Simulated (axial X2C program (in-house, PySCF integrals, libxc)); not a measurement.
**Low determinants of TiBr at the PBE0 level, two-component**

Computed with an in-house relativistic program for diatomic molecules. Two-component (2c) means X2C with spin–orbit coupling and atomic mean-field two-electron Coulomb and Gaunt terms. Basis: Br dyall-v3z [8s9p6d1f], Ti dyall-v3z [10s10p6d3f2g] (cores contracted in-house); Gaussian nuclei, density fitting, unrestricted open shells. Masses: Br 78.918 u, Ti 47.948 u.

Search at 2.403 Å (vertical energies from the lowest determinant):

| ΔE (eV) | state | electrons beyond evenly filled partner blocks | electrons in ±ω = 1/2, 3/2, 5/2, 7/2 |
| --- | --- | --- | --- |
| 0.00 | Ω = 3/2 | ω = 3/2 | 40 15 2 0 |
| 0.06 | Ω = 9/2 | ω = 1/2, ω = 3/2, ω = 5/2 | 39 15 3 0 |
| 0.07 | Ω = 3/2 | ω = 1/2, ω = -3/2, ω = 5/2 | 39 15 3 0 |
| 0.16 | Ω = 5/2 | ω = 5/2 | 40 14 3 0 |
| 0.16 | Ω = 1/2 | ω = 1/2 | 39 16 2 0 |
| 0.36 | Ω = 1/2 | 2 × ω = -1/2, ω = 3/2 | 40 15 2 0 |
| 0.39 | Ω = 7/2 | 2 × ω = 1/2, ω = 5/2 | 40 14 3 0 |

Lowest determinant, Ω = 3/2 (⟨Sz⟩ = -1.50, ⟨Lz⟩ = 3.00 at PBE0): Re = 2.401 Å, ωe = 310.5 cm⁻¹.

The determinant in row 2 of the search, Ω = 9/2 (⟨Sz⟩ = 1.50, ⟨Lz⟩ = 3.00 at PBE0), was followed along the bond at PBE0; measured from the minimum of the lowest determinant it gives:

Te = 0.056 eV (449 cm⁻¹), Re = 2.402 Å, ωe = 309.6 cm⁻¹.

(1) Compare the bond of the determinant in row 2 with that of the lowest one.

The search compares states at one distance, so a state with another bond length can lie lower; it is not exhaustive and yields mostly the lowest determinant of each block pattern, so other components and higher states of one pattern are missing. These are energies of single determinants, not of spin-adapted states; PBE0 term energies can be off by some tenths of an eV, and the functional has no current term. The lowest determinant need not be the ground state where others lie within half an eV.

Answers

(1) At PBE0 its Re is 0.001 Å longer and its force constant, which goes as ωe², is 0.99 times that of the lowest determinant. T0 ≈ Te + Δωe/2 = 449 + (0) = 449 cm⁻¹.
